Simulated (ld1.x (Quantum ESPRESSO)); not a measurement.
# Which change was made? (Sb, TM semilocal)

```
Element                 : antimony (Sb)
Generator               : ld1.x (Quantum ESPRESSO) 7.5
Type                    : norm-conserving Troullier–Martins (semilocal form)
Functional              : PBE
Relativity              : scalar-relativistic
Frozen core             : [Kr]
Valence charge          : 15
Reference configuration : 4d10 5s2 5p3
Partial waves           : 5p (bound): rc 2.55 bohr; 4d (bound): rc 0.85 bohr; 5s (bound): rc 1.75 bohr
Local potential         : the s channel
Core correction         : Bessel-smoothed model core, default radius (core density twice the valence density)
```

Cutoffs, loose and tight: the cutoffs (Ry, on a coarse ladder) from which the occupation-weighted sum of valence levels, in a spherical-Bessel basis at the reference potential, stays within 10 and 1 mRy of its value at 400 Ry. They do not see the model core or the augmentation charge, which bear on the density cutoff. Test errors are all-electron minus pseudo excitation energies from the reference, over the configurations 4d10 5s2 5p2; 4d10 5s2 5p1; 4d10 5s2 5p0; 4d9 5s2 5p4; 4d10 5s1 5p4; 4d10 5s2 5p2.5; 4d9 5s2 5p3; variants that change the core or the reference have their own tests.

The base gives: outcome: generated; cutoff, loose: 180 Ry; cutoff, tight: over 300 Ry; bound ghosts: none; largest test error (meV): -255.

(1) After one change the result is: outcome: generated; bound ghosts: s (extra level of the local part); largest test error (meV): no test is counted, since the test run did not reproduce the reference configuration. Which change was it?
A. all radii but the core radius scaled by about 0.73 (s 1.28, p 1.86, d 0.62 bohr)
B. wave 5s (bound): rc 1.75 bohr becomes 5s (bound): rc 1.46 bohr
C. wave 5p (bound): rc 2.55 bohr becomes 5p (bound): rc 3.00 bohr
D. core [Kr] 4d10, valence charge 5; reference 5s2 5p3; waves now 5s (bound): rc 1.40 bohr; 5p (bound): rc 2.60 bohr; local potential the p channel; core correction Bessel-smoothed model core inside 1.45 bohr
E. wave 4d (bound): rc 0.85 bohr becomes 4d (bound): rc 0.98 bohr

Results:

(1) A. The others give: wave 4d (bound): rc 0.85 bohr becomes 4d (bound): rc 0.98 bohr → outcome: generated; cutoff, loose: 110 Ry; cutoff, tight: 140 Ry; bound ghosts: none; largest test error (meV): -258 | wave 5p (bound): rc 2.55 bohr becomes 5p (bound): rc 3.00 bohr → outcome: generated; cutoff, loose: 180 Ry; cutoff, tight: over 300 Ry; bound ghosts: none; largest test error (meV): -183 | core [Kr] 4d10, valence charge 5; reference 5s2 5p3; waves now 5s (bound): rc 1.40 bohr; 5p (bound): rc 2.60 bohr; local potential the p channel; core correction Bessel-smoothed model core inside 1.45 bohr → outcome: generated; cutoff, loose: 45 Ry; cutoff, tight: 180 Ry; bound ghosts: none; largest test error (meV): -414 | wave 5s (bound): rc 1.75 bohr becomes 5s (bound): rc 1.46 bohr → outcome: generated; cutoff, loose: 180 Ry; cutoff, tight: over 300 Ry; bound ghosts: none; largest test error (meV): -127. In the semilocal form every listed channel keeps its own potential, so the choice of the local channel does not act on these tests. It acts once the file is put into the separable form.
